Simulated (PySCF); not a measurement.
C₂H₃O (SMILES [CH2]C=O), doublet, geometry from GFN2-xTB. Base run: DF-M06/def2-TZVP run with PySCF.

PySCF was given this input:
```python
from pyscf import gto, scf, dft

mol = gto.M(
    atom='''
O     1.100602    0.246238   -0.401638
C     0.040807    0.357824    0.205885
H    -0.136440    1.236323    0.851899
C    -1.013430   -0.577298    0.147867
H    -1.923061   -0.430955    0.701326
H    -0.909579   -1.458429   -0.462633
''',
    basis='def2-tzvp',
    charge=0,
    spin=1,
    verbose=3,
)

mf = dft.UKS(mol)
mf.xc = 'm06'
mf = mf.density_fit(auxbasis='def2-universal-jkfit')
mf.kernel()
```

Variants of this job, named by their change:

```tsv
change	ΔE vs base (µEh)	grid points	electrons on the grid
base	0.0	71744	23.00001
grids.atom_grid = (150, 974)	-57.6	483120	23.00000
grids.radi_method = gauss_chebyshev	-9.2	69984	23.00001
grids.radi_method = delley	10.5	76712	23.00001
grids.level = 4	-59.9	132600	23.00000
grids.prune = off	1.3	113256	23.00001
grids.prune = dft.gen_grid.sg1_prune	-610	31976	22.99994
grids.prune = dft.gen_grid.treutler_prune	-25.1	61952	23.00002
grids.atom_grid = (75, 302)	1.4	86832	23.00001
grids.level = 7	-57.5	410216	23.00000
grids.atom_grid = (30, 110)	799	14760	23.00001
```

Open shells are given as the SCF converged; they aren't shown to be the lowest states, and a large step between rows can be another state.
